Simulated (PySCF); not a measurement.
Positional isomers: furan mercapto+boryl. Gas-phase values, no solvent. One relaxed conformer stands for each flexible species; it need not be the lowest. Strings in code marks are SMILES.

The vertical ionisation energy (Delta-SCF) from two functionals at the same geometries (PBE0-D3(BJ)/def2-SVP), both in PySCF: PBE-D3(BJ)/def2-TZVP and PBE0-D3(BJ)/def2-TZVP. Delta-SCF ions had no search for a lower state. 

| species | PBE0-D3(BJ)/def2-TZVP (eV) |
|---|---|
| `Bc1cc(S)co1` | 8.99 |
| `Bc1ccc(S)o1` | 8.33 |
| `Bc1ccoc1S` | 8.27 |
| `Bc1coc(S)c1` | 8.81 |

### Question
What does PBE-D3(BJ)/def2-TZVP give for each?

### Answer

- `Bc1cc(S)co1`: 8.84
- `Bc1ccc(S)o1`: 8.30
- `Bc1ccoc1S`: 8.19
- `Bc1coc(S)c1`: 8.70
Over these rows, drawn at random from the members with no instability flagged (it was tested for open shells, ions and some series alone), PBE minus PBE0-D3(BJ): mean -0.09 eV, from -0.15 eV to -0.04 eV.
